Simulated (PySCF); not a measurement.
CH₄OSn, SMILES [CH3][Sn][OH] at its CAM-B3LYP/def2-SVP optimised geometry (Å):

```
7

Sn    -0.8173    -0.9227     0.0000
C      1.3702    -0.9227     0.0000
H      1.7662    -1.4399     0.8889
H      1.7176     0.1207    -0.0005
H      1.7663    -1.4405    -0.8885
O     -0.8717     1.0769     0.0000
H     -1.7663     1.4405     0.0028
```

Level of theory: CAM-B3LYP/def2-TZVP, def2 effective core potentials past Kr run with PySCF. The core electrons that the potentials of Sn replace are not part of the density.

Map of the log10 of the electron density (e/bohr³), floored at −4 on the plane z = 0.6 Å:

```
|00000000000000000000000000000|
|00000000000000000000000000000|
|00000000000000000000000000000|
|00000000000100000000000000000|
|00000001122222100000000000000|
|00000122333333211000000000000|
|00001233444444322100000000000|
|00002344555655432100000000000|
|00012345667766543211100000000|
|00012356677877643222221100000|
|00012356678887653333332210000|
|00012345678887644344443321000|
|00012345677776544455554321100|
|00012344567766544556665432100|
|00122345566666555666665432100|
|00123445667777666677765542100|
|00123455678987666777776543210|
|01123456789998767788876543210|
|01123456779998767788886543210|
|01123456678887666778886543210|
|00123445667776656677776543100|
|00123345566665555566665432100|
|00112344555555444445554322100|
|00012233444444333334433221000|
|00001223333333222222222110000|
|00000112222222111111111000000|
|00000011112111100000000000000|
|00000000011000000000000000000|
|00000000000000000000000000000|
```
Scale: ten equal steps from -4.00 (start of '0') to -0.066 (end of '9'), in the order '0123456789'; x runs from -4.00 to 4.00, y from -4.00 (bottom) to 4.00 (top).
